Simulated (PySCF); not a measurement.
## First hyperpolarisability: SMILES C#CC(/C=C/[O-])=C/C=C\C=O, [C₉H₇O₂]-, charge -1

Cartesian coordinates in Å; atom numbers follow the order of the lines, from 1:
```xyz
18

C    -2.281   -2.326    0.299
C    -1.613   -1.344    0.037
C    -0.759   -0.222   -0.258
C    -1.346    0.987   -0.645
C    -2.749    1.207   -0.773
O    -3.291    2.258   -1.111
C     0.624   -0.498   -0.113
C     1.652    0.426   -0.339
C     3.029    0.275   -0.232
C     3.716   -0.920    0.152
O     4.931   -1.058    0.249
H    -2.884   -3.183    0.527
H    -0.707    1.845   -0.871
H    -3.380    0.309   -0.534
H     0.880   -1.513    0.200
H     1.321    1.425   -0.650
H     3.672    1.132   -0.455
H     3.047   -1.795    0.379
```

Total charge -1.

The calculation used PySCF, quadratic response CAM-B3LYP/aug-cc-pVDZ first hyperpolarisability, Taylor convention, gas phase. Geometry: PBE0-D3(BJ)/def2-SVP.

For a gas-phase anion, states above the detachment energy (about 2.6 eV, taken as minus the energy of the highest occupied orbital) lie in the continuum and depend on the basis.

Question: What is the first hyperpolarisability, and how does it disperse?

Answer: In au, Taylor convention; the vector part is βᵢ = ⅓ Σⱼ (βᵢⱼⱼ + βⱼᵢⱼ + βⱼⱼᵢ):
```csv
process,λ (nm),β vector norm,β HRS,depolarisation ratio
"static β(0;0,0)",∞,1043.7,541.2,2.98
"second harmonic β(−2ω;ω,ω)",1907,1177.5,626.1,2.98
"Pockels β(−ω;ω,0)",1907,1082.3,–,–
"second harmonic β(−2ω;ω,ω)",1064,2197.6,1338.2,2.14
"Pockels β(−ω;ω,0)",1064,1188.5,–,–
```

Question: Which lowest excitations and polarisabilities go with it?

Answer: S1 2.87 eV (f = 0.732); S2 3.61 eV (f = 0.001); S3 3.68 eV (f = 0.006); isotropic α 186.8 au static, 191.0 au at 1907 nm, 201.8 au at 1064 nm, 206.4 au at 953.5 nm, 324.2 au at 532 nm.
